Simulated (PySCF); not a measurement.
System: prop-2-enylboronic acid, C3H7BO2, charge 0, multiplicity 1. SMILES: OB(O)CC=C
Geometry from a B3LYP-D3(BJ)/def2-TZVP (Ansatz) optimisation:
```xyz
13

C      2.5207    -0.6129    -0.3065
C      1.2751    -0.9286     0.0272
C      0.3578    -0.0732     0.8494
B     -0.9376     0.3733     0.0648
O     -1.6440    -0.5874    -0.6126
O     -1.3018     1.6934     0.1102
H      3.1258    -1.2686    -0.9195
H      2.9797     0.3128     0.0229
H      0.8545    -1.8639    -0.3305
H      0.8859     0.8020     1.2315
H      0.0180    -0.6485     1.7217
H     -2.4265    -0.2892    -1.0861
H     -2.1052     1.9291    -0.3649
```
Charge 0, spin multiplicity 1.

Dispersion corrections to the total energy (kcal/mol) from the dftd3 and dftd4 libraries through PySCF: D3(BJ) without and D4 with the three-body term, each with the damping fitted for the functional named.

| functional | D3(BJ) | D4 |
|---|---|---|
| HSE06 | -3.57 | -4.23 |
| B2PLYP | ? | -3.81 |
| TPSSh | -6.43 | -6.70 |
| B3LYP | -9.52 | ? |
| PBE | ? | -5.44 |
| LC-wPBE | -5.15 | -5.99 |
| CAM-B3LYP | -4.24 | -4.58 |

Question: What belongs in the gaps?

Answer: 
- B2PLYP, D3(BJ): -4.31
- B3LYP, D4: -8.64
- PBE, D3(BJ): -5.65
